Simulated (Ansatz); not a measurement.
(SiH3)3N (Si₃NH₉) was relaxed with PBE0-D4 (def2-SVP) in Ansatz in these states: charge +1 doublet, neutral singlet. The geometries follow in no particular order.

A:

```xyz
13

N    -0.003    0.002   -0.004
Si    1.297    1.151   -0.264
Si   -0.015   -1.519   -0.876
Si   -1.282    0.369    1.139
H     2.071    1.401    0.990
H     2.209    0.560   -1.291
H     0.780    2.463   -0.759
H    -0.049   -1.305   -2.355
H     1.185   -2.350   -0.555
H    -1.246   -2.258   -0.458
H    -0.996    1.724    1.702
H    -2.623    0.385    0.478
H    -1.327   -0.624    2.255
```

B:

Cartesian coordinates in Å:
```
N -0.001 -0.003 0.000
Si 1.163 -0.636 -1.266
Si 0.481 0.000 1.768
Si -1.645 0.633 -0.502
H 1.363 0.531 -2.168
H 2.380 -1.072 -0.542
H 0.402 -1.734 -1.922
H 0.778 -1.430 2.053
H 1.705 0.848 1.792
H -0.669 0.556 2.520
H -1.722 0.490 -1.975
H -2.598 -0.223 0.256
H -1.637 2.040 -0.015
```

Judge from the bond lengths which geometry belongs to which state (an estimate).

A is the neutral singlet (N1–Si4 1.754 Å, N1–Si2 1.754 Å, N1–Si3 1.754 Å); B is the charge +1 doublet (N1–Si4 1.832 Å, N1–Si2 1.832 Å, N1–Si3 1.832 Å).
